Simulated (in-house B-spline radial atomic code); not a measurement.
A run on P- that did not converge. Method: non-relativistic Hartree-Fock, spin-polarised, averaged over the determinants with the given up and down occupations, point nucleus; computed with an all-electron radial atomic-structure program (B-spline basis).

Command:
```bash
python run_scf.py task.json out
```
Settings:
```
Z                15
configuration    [Ne] 3s2 3p4
hamiltonian      nr
method           hf
spin_polarised   True
exact_exchange   averaged over the configuration
```

First and last ten iterations of the last attempt (damped for 15 steps, keeping 80 % of the old Fock matrix, then DIIS):
```
 iter        energy (Eh)    residual
    1        -339.519673    2.54e-01
    2        -340.454542    6.08e-02
    3        -340.565367    4.33e-02
    4        -340.626025    3.09e-02
    5        -340.659409    2.21e-02
    6        -340.677803    1.58e-02
    7        -340.687936    1.13e-02
    8        -340.693534    8.15e-03
    9        -340.696656    5.91e-03
   10        -340.698435    4.31e-03
  111        -340.703161    7.77e-04
  112        -340.703163    7.79e-04
  113        -340.703282    1.03e-03
  114        -340.703335    1.23e-03
  115        -340.703367    1.37e-03
  116        -340.703387    1.48e-03
  117        -340.703358    1.33e-03
  118        -340.703579    2.69e-03
  119        -340.703322    1.16e-03
  120        -340.703343    1.24e-03
 not converged after 120 iterations
```

The smallest residual met was 7.0e-04; the threshold is about 1e-07. No energy from this run should be used. Cost of the run: 2 s on 1 thread of Arm Neoverse V1, with other jobs on the host.
